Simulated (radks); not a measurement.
Valence configurations of Xe II (all share [Kr]). Method: non-relativistic Kohn-Sham, LDA (Slater exchange, Perdew-Wang correlation), spin-unpolarised, spherical densities, point nucleus; relativity is left out, which matters for an element this heavy; computed with a radial shooting solver on a logarithmic mesh with Libxc functionals. Energies are relative to 4d10 5s2 5p5; eigenvalues in eV.

| valence | E (eV) | e(4d) | e(5p) | e(5s) |
|---|---|---|---|---|
| 4d10 5s2 5p5 | 0.000 | -72.185 | -17.160 | -27.487 |
| 4d10 5s1.5 5p5.5 | 5.178 | -72.719 | -17.400 | -27.783 |
| 4d10 5s1 5p6 | 10.383 | -73.247 | -17.636 | -28.073 |
| 4d9.5 5s2 5p5.5 | 28.242 | -75.801 | -17.859 | -28.478 |
| 4d9 5s2 5p6 | 57.944 | -79.415 | -18.549 | -29.451 |

NIST lists [Kr] 4d10 5s2 5p5 as the ground configuration; this level of theory agrees among the configurations tried. The energies are those of spherical spin-averaged densities, not of single terms. Relativity is left out, which favours d and f over s occupation in heavy atoms.
